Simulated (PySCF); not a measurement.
# Two-component Hartree-Fock for Mo(2+) (molybdenum, charge +2)

Start: [Kr] 4d3 5p1; 4d5/2 filled at m_j = +1/2, +3/2, +5/2; 5p3/2 filled at m_j = +3/2. Calculated with PySCF 2.14 in x2c-SVPall-2c with one added diffuse shell each of s, p, d type (7s9p7d1f, 76 functions): generalised Hartree-Fock with the X2C-1e Hamiltonian and a Gaussian nucleus; one run each with spin-orbit coupling (SO) switched off, then screened by Boettger's factors. This is a chosen level, not necessarily the ground level.

| spinor shell | electrons | ε, spin-free (eV) | ε, screened SO (eV) | weight of nominal j (screened SO) | rms radius, screened SO (bohr) |
| --- | --- | --- | --- | --- | --- |
| 1s1/2 | 2 | -20129.0 | -20128.1 | 1.000 | 0.0404 |
| 2s1/2 | 2 | -2939.0 | -2938.8 | 1.000 | 0.166 |
| 2p1/2 | 2 | -2624.4 | -2698.0 | 1.000 | 0.145 |
| 2p3/2 | 4 | -2624.4 | -2589.9 | 1.000 | 0.149 |
| 3s1/2 | 2 | -553.26 | -553.28 | 1.000 | 0.456 |
| 3p1/2 | 2 | -447.13 | -459.77 | 1.000 | 0.455 |
| 3p3/2 | 4 | -447.13 | -441.28 | 1.000 | 0.465 |
| 3d3/2 | 4 | -274.26 | -276.28 | 0.977 | 0.452 |
| 3d5/2 | 6 | -274.26 | -272.99 | 0.985 | 0.455 |
| 4s1/2 | 2 | -103.34 | -103.40 | 1.000 | 1.18 |
| 4p3/2 | 4 | -71.551 | -70.317 | 0.872 | 1.30 |
| 4p1/2 | 2 | -71.551 | -74.327 | 0.743 | 1.29 |
| 4d5/2 | 3 | -32.250 | -32.242 | 0.762 | 1.78 |
| 5p3/2 | 1 | -17.239 | -17.139 | 1.000 | 3.68 |

| quantity | spin-free | screened SO |
| --- | --- | --- |
| E (hartree) | -4044.48913 | -4044.93621 |
| M_J | 6 | 6 |
| ⟨J²⟩ | 42.007 | 42.006 |
| ⟨L²⟩ | 20.006 | 20.091 |
| ⟨S²⟩ | 6.001 | 5.978 |

Each row is a mean over spinors that exchange with the open shell spreads, by up to 8.030 eV (4p3/2).

Rows whose weight is well below 1 are mixtures of j = l ± 1/2: exchange outweighs spin-orbit coupling there, and the label is only the starting occupation.

Breit and QED terms are absent; they matter most for the inner s and p1/2 levels.

Densities and radii are taken from the X2C orbitals without a picture-change correction, which distorts them close to the nucleus.

Without spin-orbit coupling the j labels of p, d and f shells carry no meaning; the spin-free column gives the mean over the occupied spinors of each nl shell.
